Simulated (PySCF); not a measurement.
Compound: RhH2 (doublet state).
Cartesian coordinates in Å at the PBE0-D3(BJ)/def2-SVP level; atoms count from 1:
```
atom  x, y, z in Å
Rh1    0.003    0.748   -0.022
H2    -0.994   -0.406   -0.044
H3     1.006   -0.400   -0.049
```

Method used: PySCF 2.14.0, PBE0-D3(BJ)/def2-SVP geometry optimisation, gas phase, def2 core potentials past Kr.

Take the most abundant isotopes and a rigid rotor. 

Q: Give the principal moments of inertia and the rotational constants in cm⁻¹.

A: Ia = 2.02, Ib = 2.62, Ic = 4.63 u·Å²; 505379 MHz·u·Å²/I gives 250727, 193010 and 109057 MHz, that is A = 8.36334, B = 6.43813, C = 3.63776 cm⁻¹.

Q: What kind of rotor is it?

A: An asymmetric top. Ray's parameter κ = (2B − A − C)/(A − C) = 0.185; −1 is the prolate and +1 the oblate limit.

Q: List the rotational levels J(Ka,Kc) to J = 5 (MHz).

A: Above 0(0,0):
J = 1: 1(0,1) 302068, 1(1,1) 359784, 1(1,0) 443737
J = 2: 2(0,2) 858812, 2(1,2) 879967, 2(1,1) 1131825, 2(2,1) 1304974, 2(2,0) 1352366
J = 3: 3(0,3) 1630379, 3(1,3) 1635631, 3(1,2) 2119194, 3(2,2) 2211177, 3(2,1) 2393204, 3(3,1) 2734251, 3(3,0) 2754405
J = 4: 4(0,4) 2614311, 4(1,4) 2615381, 4(1,3) 3346026, 4(2,3) 3379539, 4(2,2) 3778833, 4(3,2) 4003136, 4(3,1) 4112019, 4(4,1) 4655672, 4(4,0) 4662743
J = 5: 5(0,5) 3814548, 5(1,5) 3814745, 5(1,4) 4778541, 5(2,4) 4787612, 5(2,3) 5451574, 5(3,3) 5563409, 5(3,2) 5856685, 5(4,2) 6268274, 5(4,1) 6320778, 5(5,1) 7074495, 5(5,0) 7076714
Those of J = 1 are B + C, A + C and A + B.

Q: Which types of transition are allowed, and where do some lines up to J = 5 fall?

A: The dipole components are |μa| = 2.43 D, |μb| = 0.00 D, |μc| = 0.00 D; the symmetry axis of this C2v structure is a, so μb and μc vanish by symmetry and there are no b-type or c-type lines. Some lines, for components of 0.1 D or more:

| type | branch | J(Ka,Kc) | MHz | lower level (cm⁻¹) |
| --- | --- | --- | --- | --- |
| a | Q | 5(5,0) ← 5(5,1) | 2219 | 235.980 |
| a | Q | 4(4,0) ← 4(4,1) | 7072 | 155.296 |
| a | Q | 3(3,0) ← 3(3,1) | 20154 | 91.205 |
| a | Q | 5(4,1) ← 5(4,2) | 52504 | 209.087 |
| a | Q | 1(1,0) ← 1(1,1) | 83953 | 12.001 |
| a | R | 1(0,1) ← 0(0,0) | 302068 | 0.000 |
| a | R | 2(1,2) ← 1(1,1) | 520182 | 12.001 |
| a | Q | 5(2,3) ← 5(2,4) | 663962 | 159.698 |
| a | Q | 4(1,3) ← 4(1,4) | 730645 | 87.240 |
| a | R | 3(0,3) ← 2(0,2) | 771567 | 28.647 |
| a | Q | 5(1,4) ← 5(1,5) | 963796 | 127.246 |
| a | R | 4(1,4) ← 3(1,3) | 979750 | 54.559 |
| a | R | 4(0,4) ← 3(0,3) | 983932 | 54.384 |
| a | R | 4(2,3) ← 3(2,2) | 1168361 | 73.757 |
| a | R | 5(0,5) ← 4(0,4) | 1200238 | 87.204 |
| a | R | 4(1,3) ← 3(1,2) | 1226832 | 70.689 |
| a | R | 5(2,4) ← 4(2,3) | 1408073 | 112.729 |
| a | R | 5(4,2) ← 4(4,1) | 1612603 | 155.296 |

Q: Estimate the classical rotational partition function at 298.15 K.

A: Point group C2v, symmetry number σ = 2; q = (√π/σ)·√((kT/h)³/(ABC)), k/h = 20836.6 MHz/K: 189 at 298.15 K.

For this open shell read J as N, the rotation without spin; fine and hyperfine splittings come on top. No PBE0-D3(BJ)/def2-SVP frequencies stand behind this structure, so it isn't proved a minimum. ⟨S²⟩ = 0.754 (exact for a doublet: 0.75). Zero-point vibration and centrifugal distortion are left out.

Neither the SCF state along the optimisation nor the shape of the open-shell metal species was proved the lowest: other solutions of the same spin, or a structure of lower symmetry, can lie below.
